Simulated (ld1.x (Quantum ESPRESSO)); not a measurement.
**Which change was made? (S, TM)**

| Property | Result |
| --- | --- |
| Element | S |
| Generator | ld1.x (Quantum ESPRESSO) 7.5 |
| Type | norm-conserving Troullier–Martins (Kleinman–Bylander form) |
| Functional | PBE |
| Relativity | scalar-relativistic |
| Frozen core | [Ne] |
| Valence charge | 6 |
| Reference configuration | 3s2 3p4 |
| Partial waves | 3s (bound): rc 1.15 bohr; 3p (bound): rc 1.70 bohr |
| Local potential | the p channel |
| Core correction | Bessel-smoothed model core, default radius (core density twice the valence density) |

Cutoffs, loose and tight: the cutoffs (Ry, on a coarse ladder) from which the occupation-weighted sum of valence levels, in a spherical-Bessel basis at the reference potential, stays within 10 and 1 mRy of its value at 400 Ry. They do not see the model core or the augmentation charge, which bear on the density cutoff. Test errors are all-electron minus pseudo excitation energies from the reference, over the configurations 3s2 3p3; 3s2 3p2; 3s2 3p1; 3s2 3p3.5; 3s2 3p0; 3s1 3p5; 3s2 3p4.3; variants that change the core or the reference have their own tests.

The base gives: outcome: generated; cutoff, loose: 55 Ry; cutoff, tight: 120 Ry; bound ghosts: none; largest test error (meV): +184.

After one change the result is: outcome: generated; cutoff, loose: 40 Ry; cutoff, tight: 60 Ry; bound ghosts: none; largest test error (meV): +153. Which change was it?
A. all radii but the core radius scaled by about 1.11 (s 1.28, p 1.88 bohr)
B. all radii but the core radius scaled by about 1.40 (s 1.60, p 2.38 bohr)
C. all radii but the core radius scaled by about 0.89 (s 1.02, p 1.52 bohr)

A. The others give: all radii but the core radius scaled by about 0.89 (s 1.02, p 1.52 bohr) → outcome: generated; cutoff, loose: 80 Ry; cutoff, tight: 200 Ry; bound ghosts: none; largest test error (meV): +204 | all radii but the core radius scaled by about 1.40 (s 1.60, p 2.38 bohr) → outcome: generated; cutoff, loose: 35 Ry; cutoff, tight: 55 Ry; bound ghosts: none; largest test error (meV): +77.
